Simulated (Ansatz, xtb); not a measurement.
Ranking isomers of C6H6N2Si

4 gas-phase structures of C6H6N2Si, from a drawn sample of its isomers (lower ones may exist). Each was relaxed with GFN2-xTB:

A. `CC#CC([SiH3])(C#N)C#N`, a singlet
B. `C#Cc1cnncc1[SiH3]`, a singlet
C. `N#CC1=C[C@H](C#N)C[SiH2]1`, a singlet
D. `N#Cc1ccc([SiH3])nc1`, a singlet

Question: Estimate their order in r2SCAN-D4/def2-SVP energy at these geometries, lowest first.

Answer: Calculated order at r2SCAN-D4/def2-SVP: D (0.0), C (16.6), B (57.3), A (65.3) kcal/mol.

Energies above the lowest of each column, in kcal/mol; the last columns are at PBE-D3(BJ)/def2-SVP geometries and were run for some of them only (a dash: not run or not comparable):

```tsv
structure	GFN2-xTB	HF/STO-3G	r2SCAN-D4/def2-SVP	PBE-D3(BJ)/def2-SVP	CCSD(T)/def2-SVP + ΔMP2/def2-TZVPP
D	0.0	4.8	0.0	0.0	0.0
C	29.2	0.0	16.6	15.9	5.1
B	34.9	68.1	57.3	55.0	56.7
A	51.7	53.5	65.3	–	–
```

CCSD(T)/def2-SVP + ΔMP2/def2-TZVPP puts D lowest of those it was run on; HF/STO-3G picks C. Flexible structures stand in one conformer each, not always the lowest. D keeps a small imaginary mode. Frequencies (GFN2-xTB) were run for B, C, D alone. The ΔMP2 step shifts differences by up to 3.6 kcal/mol, which makes them less sure. ΔMP2 is the change of the MP2 energy from the smaller to the larger basis.

Over these structures GFN2-xTB departs from r2SCAN-D4/def2-SVP by 12.2 kcal/mol on average once a common shift is removed. A GFN2-xTB relaxation took about 0.06 s and the r2SCAN-D4/def2-SVP energy about 0.79 s on a shared host (Ansatz 0.2.0, xtb 6.7.1).
